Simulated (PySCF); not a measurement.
## Working out the ionisation energy of In

In [Kr] 4d10 5s2 5p1 (2P) → In⁺ [Kr] 4d10 5s2 (1S). Computed with PySCF 2.14 in dyall-av2z (22s16p12d, 130 functions), with no relativity, point nucleus. Frozen: [Kr] 4d10; the 62 highest virtual orbitals dropped. Energies in hartree (1 hartree = 27.21139 eV):

```csv
part,In (lower),In⁺ (upper)
UHF,-5740.164612,-5739.970619
MP2 opposite-spin,-0.025461,-0.022608
MP2 same-spin,-0.001991,0.000000
```

Q: What does Hartree-Fock give?

A: (-5739.970619) − (-5740.164612) = 0.193993 hartree = 5.279 eV.

Q: What do MP2 and SCS-MP2 (6/5 opposite-spin, 1/3 same-spin) give?

A: The opposite-spin parts differ by 0.078 eV and the same-spin parts by 0.054 eV. MP2: 5.279 + (0.078) + (0.054) = 5.411 eV. SCS-MP2: 5.279 + 1.2 × (0.078) + (0.054)/3 = 5.391 eV.

Measured between the centres of the two terms (NIST): 5.603 eV, so MP2 (valence) is off by -0.192 eV.

The calculation is non-relativistic.

A double-zeta basis recovers only part of the correlation energy.

What remains against the reference includes basis incompleteness, the frozen core and correlation beyond second order.
